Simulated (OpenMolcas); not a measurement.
# Ni2+: moving the ligands

Ni2+ with 6 ligands (chloride) in octahedral coordination (Oh) at 2.45 Å. A charge of +0.667 e stands 2.8 Å behind each ligand. Ligand basis ANO-RCC-VDZP.
```
Ni    0.0000    0.0000    0.0000
Cl    2.4500    0.0000    0.0000
Cl    0.0000    2.4500    0.0000
Cl   -2.4500    0.0000    0.0000
Cl    0.0000   -2.4500    0.0000
Cl    0.0000    0.0000    2.4500
Cl    0.0000    0.0000   -2.4500
```

```json
{"Program": "OpenMolcas 26.06", "Method": "SS-CASPT2, IPEA 0.25 Eh, imaginary shift 0.1 Eh (closed shells correlated: 3s 3p and the ligand valence shells)", "Basis": "ANO-RCC-VDZP [5s4p2d1f]", "Scalar Hamiltonian": "DKH2, point nucleus", "Active space": "8 electrons in 5 orbitals (3d)", "State averaging": "2S+1 = 3 even, 10 roots; 2S+1 = 1 even, 15 roots", "Spin-orbit coupling": "RASSI with atomic mean-field integrals over the reference wave functions"}
```

Runs around this geometry, states (labels of O, the rotations of Oh). Energies in cm-1 above the lowest state or level, χT in cm3 K/mol.

```
R (Å)  Ground state  First state of that spin  First gap with spin-orbit (degeneracies)  χT at 300 K  First state of another spin
  2.3           3A2                  3T2 7980                               7620 (3, 2)        1.369                     1E 12180
 2.45           3A2                  3T2 5250                               4900 (3, 2)        1.574                     1E 12430
 2.59           3A2                  3T2 3580                               3250 (3, 2)        1.831                     1E 12270
```

Taking the first state of the same spin as R^-n, n = -ln(3580 / 7980) / ln(2.59 / 2.3) = 6.8 between the shortest and longest distance.

Roots that are degenerate in the reference are averaged as groups; the widest CASPT2 spread within a group is 540 cm-1 (the 3-fold group of multiplicity 3 near 5850 cm-1 above the lowest state of its run, R = 2.59). Shifts and gaps below about the spread of the groups concerned are not significant. Over all roots computed the reference weight is 0.57 to 0.67 in R = 2.3, 0.66 to 0.67 in R = 2.45, 0.66 to 0.67 in R = 2.59; the roots of lowest weight are the least certain, and an intruder state may touch them. A single d shell leaves out the double-shell effect, which counts most for late 3d ions, where the CASPT2 field can be off either way by tens of per cent. Ligand-to-metal charge-transfer states are missing. These CASPT2 states fit no ligand-field parameters well, so their order and spin gaps are uncertain. For late 3d ions with one d shell CASPT2 can put B and the spin-flip bands somewhat low as well as high. With one d shell and no ligand orbital active, 10Dq can be off by tens of per cent for divalent 3d ions, low with halides held by bare charges and at times high in hosts, and the orbital part of g and χT goes as 1/10Dq. Free-ion shares, where given, are those of the reference states; single-state CASPT2 does not remix them. No measured value stands beside these numbers; the geometry was imposed, not optimised, and the real ion may take another.
